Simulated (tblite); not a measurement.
Compound: C2H11ClSi3.
Cartesian coordinates in Å at the GFN2-xTB level; atoms count from 1:
```xyz
17
C2H11ClSi3 angstrom
C     -2.329    0.209   -0.309
C     -1.033   -0.291   -0.938
Si     0.422   -0.425    0.316
Si     0.576    1.558    1.545
Si     2.299   -1.216   -0.827
Cl    -0.175   -1.916    1.632
H     -2.201    1.214    0.090
H     -3.133    0.234   -1.043
H     -2.634   -0.445    0.505
H     -1.216   -1.267   -1.392
H     -0.749    0.380   -1.752
H      1.821    1.600    2.316
H     -0.514    1.794    2.496
H      0.598    2.713    0.640
H      2.094   -2.458   -1.578
H      3.421   -1.460    0.083
H      2.745   -0.211   -1.795
```

All values are computed: GFN2-xTB (tblite) harmonic vibrations without scaling, gas phase. The method is semi-empirical: single wavenumbers can be off by several per cent or more. Modes of hydrogen on silicon can be 10 to 20 % off. One conformer, not necessarily the lowest.

Harmonic wavenumbers (cm⁻¹): 37.4, 52.8, 62.0, 79.1, 90.2, 114.7, 124.3, 149.3, 246.4, 276.5, 335.4, 394.8, 415.6, 420.8, 443.9, 465.6, 507.1, 667.7, 722.3, 754.1, 786.0, 796.9, 805.7, 813.4, 822.7, 974.3, 1016.4, 1071.3, 1243.5, 1282.3, 1418.8, 1482.4, 1506.6, 1511.9, 2218.8, 2229.5, 2231.5, 2234.2, 2237.7, 2246.2, 2956.5, 2973.2, 3011.7, 3018.9, 3032.5.

A = 1303, B = 1041, C = 944.0 MHz; mass 153.986 u (most abundant isotopes); point group C1, symmetry number 1.

Problem. Zero-point energy?

Solution. Half the sum of the wavenumbers: 25141 cm⁻¹ = 300.76 kJ/mol.

Problem. What is S at 350 K and 1 bar for an ideal gas of classical rigid rotors and harmonic oscillators?

Solution. Translation 175.01, rotation 127.13, vibration 204.70: S = 506.8 J/(mol K).

Problem. And Cp and H(350 K) − H(0)?

Solution. Cp = 202.63 J/(mol K), of which vibrations give 169.37 (their classical limit is 45 R = 374.2); H(350 K) − H(0) = 45.95 kJ/mol without the zero-point energy, 34.30 from vibrations.

Problem. What must be added to the electronic energy to get the Gibbs energy at 350 K and 1 bar?

Solution. ZPE + [H(350 K) − H(0)] − T·S = 300.76 + 45.95 − 177.40 = 169.31 kJ/mol.

Problem. Blend soft modes into free rotors: weight 1/[1 + (100 cm⁻¹/ν̃)⁴] for the oscillator and the rest for a rotor with moment μB/(μ + B), μ = h/(8π²ν), B = 10⁻⁴⁴ kg m². What vibrational entropy results?

Solution. 180.93 J/(mol K) in place of 204.70, which changes −T·S at 350 K by +8.32 kJ/mol.

Problem. Which modes carry the vibrational entropy at 350 K?

Solution. 37.4 cm⁻¹: 23.89; 52.8 cm⁻¹: 21.03; 62.0 cm⁻¹: 19.70; 79.1 cm⁻¹: 17.69; 90.2 cm⁻¹: 16.61; 114.7 cm⁻¹: 14.64 J/(mol K); the other 39 give 91.13 together.

Hindered rotation and anharmonicity are outside this model. Other conformers, if any are populated, would add a mixing term that is left out. The structure is chiral; the term R ln 2 for an equal mix with its mirror image is left out.

Hardware: an x86-64 server with one thread, no GPU, shared host. This covers the Hessian and the dipole derivatives.
